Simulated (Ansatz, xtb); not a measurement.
**Relative energy of two structures of CH2BrSi+**

We compare I, a triplet given by its coordinates, with II, `C=[Si+]Br`, a singlet. Both are isolated ions in the gas phase, relaxed with r2SCAN-D4/def2-TZVP.

I (Å):

```
atom    x (Å)    y (Å)    z (Å)
   C  -3.5057  -1.0233   1.9935
  Br  -3.6149  -2.9869  -0.8055
  Si  -2.5799  -1.8770   0.6895
   H  -4.5932  -1.0664   2.0287
   H  -2.9973  -0.4518   2.7659
```

Close contacts (Å): C1–Si3 1.81, Br2–Si3 2.13, C1–H4 1.09, C1–H5 1.09.

II (Å):

| atom | x (Å) | y (Å) | z (Å) |
| --- | --- | --- | --- |
| C | -3.5769 | -1.1696 | 2.0971 |
| Br | -3.0653 | -3.2223 | -0.8351 |
| Si | -3.3386 | -1.5693 | 0.4405 |
| H | -4.5624 | -0.7809 | 2.3698 |
| H | -2.7476 | -0.6634 | 2.5999 |

Task: Estimate which is lower in electronic energy at CCSD(T)/def2-TZVPP, and by roughly how much.

Result: The CCSD(T)/def2-TZVPP calculation puts structure II lower, by 0.358 eV.

The same difference at several levels:

| level | geometry | E(II) − E(I) (eV) | departure from the last row (eV) | job, with rough time for the two |
| --- | --- | --- | --- | --- |
| r2SCAN-D4/def2-TZVP | r2SCAN-D4/def2-TZVP | +0.039 | +0.397 | optimisation, 83 s |
| HF/def2-TZVPP | r2SCAN-D4/def2-TZVP | +1.002 | +1.360 | part of the CCSD(T) run |
| MP2/def2-TZVPP | r2SCAN-D4/def2-TZVP | −0.260 | +0.098 | part of the CCSD(T) run |
| CCSD(T)/def2-TZVPP | r2SCAN-D4/def2-TZVP | −0.358 |  | single point, 66 s |

r2SCAN-D4/def2-TZVP, HF/def2-TZVPP put the two in the other order. The largest departure from CCSD(T)/def2-TZVPP is that of HF/def2-TZVPP, 1.360 eV. Levels run at GFN2-xTB geometries aren't shown.

With harmonic frequencies from r2SCAN-D4/def2-TZVP (ideal gas, rigid rotor, one conformer each, 298.15 K, 1 atm): the zero-point term adds −0.011 eV; ΔH is −0.365 and ΔG −0.340 eV.

Open shells are spin-unrestricted. The correlated steps freeze 15 core orbitals; the filled d shell of Br is correlated, in a basis made for valence electrons. ΔG holds the spin degeneracy. Run with Ansatz 0.2.0; the last row on 2 threads of Intel(R) Xeon(R) Platinum 8488C (Sapphire Rapids) on a shared host.
